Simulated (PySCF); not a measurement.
**Electron correlation in Sr⁺ (strontium, charge +1)**

Starting occupation: [Kr] 4d1, 4d5/2 with m_j = +5/2. Computed with PySCF 2.14 in x2c-SVPall-2c with one added diffuse shell each of s, d type (7s7p7d1f, 70 functions), with X2C-1e with screened-nucleus spin-orbit coupling, Gaussian nucleus. Frozen: [Ar] 3d10; 9 electrons correlated; the 6 highest virtual spinors left out.

MP2 pair energies summed by pair of shells (mhartree):

| pair | energy | share (%) |
| --- | --- | --- |
| 4p1/2-4p3/2 | -46.20 | 31.9 |
| 4p3/2-4p3/2 | -44.63 | 30.8 |
| 4p1/2-4p1/2 | -12.72 | 8.8 |
| 4d5/2-4p3/2 | -12.48 | 8.6 |
| 4p3/2-4s1/2 | -11.44 | 7.9 |
| 4p1/2-4s1/2 | -5.76 | 4.0 |
| 4d5/2-4p1/2 | -5.60 | 3.9 |
| 4s1/2-4s1/2 | -4.78 | 3.3 |
| 4d5/2-4s1/2 | -1.28 | 0.9 |

Total MP2 correlation energy: -144.90 mhartree.

This basis was not built for core-valence correlation, so the inner-shell part is incomplete.
